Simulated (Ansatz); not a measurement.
Calculated with Ansatz (gas phase, PBE0-D4/def2-TZVP geometries, no zero-point term in ΔE). CCSD(T)/CBS adds triple-zeta CCSD(T) − MP2 to the extrapolated MP2 energy (def2 sets, frozen cores). This one scheme is used for every species. Functionals use def2-TZVPP. B3LYP here is the variant with VWN-RPA as its local correlation; programs differ in this. HSE06 is defined as in plane-wave codes. One conformer a species, not always the lowest.

Reaction (redistribution): `NPB[SiH3]` + `[CH3][AlH2]` → `N[PH][AlH2]` + `CB[SiH3]`

`NPB[SiH3]`:

Cartesian coordinates in Å:
```
N -1.511 1.910 -0.898
P -0.314 0.737 -0.836
B 0.269 0.179 0.770
Si 1.290 -1.542 0.785
H -2.446 1.675 -0.609
H -1.492 2.545 -1.678
H -0.648 -0.357 -1.664
H 0.196 0.904 1.714
H 2.683 -1.368 1.286
H 0.607 -2.508 1.694
H 1.366 -2.175 -0.563
```

`[CH3][AlH2]`:

```xyz
7

C     0.539    0.715   -0.022
Al   -0.641   -0.838   -0.006
H     0.023    1.631   -0.320
H     0.930    0.888    0.988
H     1.406    0.575   -0.673
H    -2.198   -0.671    0.271
H    -0.058   -2.300   -0.239
```

`N[PH][AlH2]`:

```xyz
8

N     1.206   -0.964   -0.479
P    -0.248   -0.919    0.420
Al   -0.730    1.327    0.706
H     1.636   -1.875   -0.525
H     1.259   -0.493   -1.368
H    -1.307   -1.197   -0.502
H    -2.208    1.680    1.166
H     0.393    2.442    0.582
```

`CB[SiH3]`:

Z-matrix (Å, degrees):
```
C
B 1 1.550
H 1 1.092 2 114.9
H 1 1.106 2 102.7 3 113.8
H 1 1.091 2 116.1 3 -131.0
Si 2 2.018 1 124.4 3 151.8
H 2 1.201 1 118.6 3 -30.5
H 6 1.494 2 107.9 1 -112.4
H 6 1.491 2 111.7 1 130.1
H 6 1.491 2 114.0 1 7.1
```

| level | ΔE (kcal/mol) | difference from CCSD(T)/CBS |
| --- | --- | --- |
| LDA (SPW92) | 5.6 | 2.8 |
| PBE-D4 | 3.7 | 0.9 |
| revPBE-D4 | 3.3 | 0.5 |
| BLYP-D4 | 3.0 | 0.2 |
| r2SCAN-D4 | 4.1 | 1.3 |
| B97M-V | 3.6 | 0.8 |
| PBE0-D4 | 2.6 | -0.2 |
| B3LYP-D4 | 2.3 | -0.5 |
| r2SCANh-D4 | 3.7 | 0.9 |
| r2SCAN0-D4 | 3.1 | 0.3 |
| HSE06-D4 | 2.7 | -0.1 |
| CAM-B3LYP-D4 | 2.0 | -0.8 |
| ωB97X-V | 1.4 | -1.4 |
| ωB97M-V | 2.2 | -0.6 |
| B2PLYP | 2.6 | -0.2 |
| PBE-QIDH | 2.7 | -0.1 |
| PBE | 3.4 | 0.6 |
| revPBE | 2.6 | -0.2 |
| BLYP | 2.3 | -0.5 |
| r2SCAN | 4.0 | 1.2 |
| PBE0 | 2.4 | -0.4 |
| B3LYP | 1.8 | -1.0 |
| r2SCANh | 3.6 | 0.8 |
| r2SCAN0 | 3.0 | 0.2 |
| HSE06 | 2.4 | -0.4 |
| BHLYP | 0.5 | -2.3 |
| CAM-B3LYP | 1.7 | -1.1 |
| LC-ωPBE | 1.8 | -1.0 |
| MP2/def2-SVP | 3.2 | 0.4 |
| CCSD/def2-SVP | 1.1 | -1.7 |
| HF/def2-TZVPP | -3.2 | -6.0 |
| MP2/def2-TZVPP | 3.8 | 1.0 |
| SCS-MP2/def2-TZVPP | 2.3 | -0.5 |
| CCSD(T)/def2-TZVPP | 2.7 | -0.1 |
| HF/def2-QZVPP | -3.1 | -5.9 |
| MP2/def2-QZVPP | 3.9 | 1.1 |
| SCS-MP2/def2-QZVPP | 2.3 | -0.5 |
| HF/CBS(def2) | -3.1 | -5.9 |
| MP2/CBS(def2) | 3.9 | 1.1 |
| CCSD/CBS(def2) | 1.4 | -1.4 |
| CCSD(T)/CBS | 2.8 | 0 |

Largest T1 diagnostic among the species: 0.017.

From BLYP to BHLYP (50 % exact exchange), in def2-TZVPP and without D4, ΔE moves by −1.8 kcal/mol. Leaving LDA and LC-ωPBE aside and taking each functional with its dispersion term where it has one, the values, not all of them listed here, spread over 3.2 kcal/mol, from BHLYP-D4 to r2SCAN-D4. LDA lies +2.2 kcal/mol from PBE without D4.
